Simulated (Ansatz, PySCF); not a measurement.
Pair of molecules: HF (SMILES F) (first 2 atoms) with C3H8 (SMILES CCC); geometry from B3LYP-D3(BJ)/def2-TZVP, rigid monomers moved along the line of their centres of mass till H2···C5 is 4.16 Å.
(charge 0, multiplicity 1):
```xyz
13

F     -0.362     0.091     0.369
H     -0.498     0.356     1.248
C      1.017    -1.189     5.413
C      0.277    -0.143     6.242
C     -0.535     0.825     5.385
H      1.590    -1.867     6.048
H      0.321    -1.794     4.826
H      1.715    -0.720     4.715
H      0.994     0.424     6.842
H     -0.389    -0.641     6.951
H     -1.060     1.568     5.988
H      0.114     1.380     4.699
H     -1.300     0.290     4.810
```

Counterpoise-corrected where a basis set is named; no monomer relaxation.

Frozen-core correlation.

Codes used: Ansatz (a first-principles code); PySCF for the dispersion terms. 

PBE/def2-TZVPPD gives -0.27 kcal/mol for the interaction energy.

Where do these levels fall relative to PBE: PBE-D3(BJ)/def2-TZVPPD, r2SCAN/def2-TZVPPD, B3LYP/def2-TZVPPD, wB97M-V/def2-TZVPPD, MP2/aug-cc-pVDZ, CCSD(T)/aug-cc-pVDZ.

PBE-D3(BJ)/def2-TZVPPD -0.14; r2SCAN/def2-TZVPPD 0.02; B3LYP/def2-TZVPPD 0.12; wB97M-V/def2-TZVPPD -0.05; MP2/aug-cc-pVDZ -0.03; CCSD(T)/aug-cc-pVDZ -0.03 kcal/mol. 2 of 6 lie above PBE; the widest gap is to PBE-D3(BJ)/def2-TZVPPD.
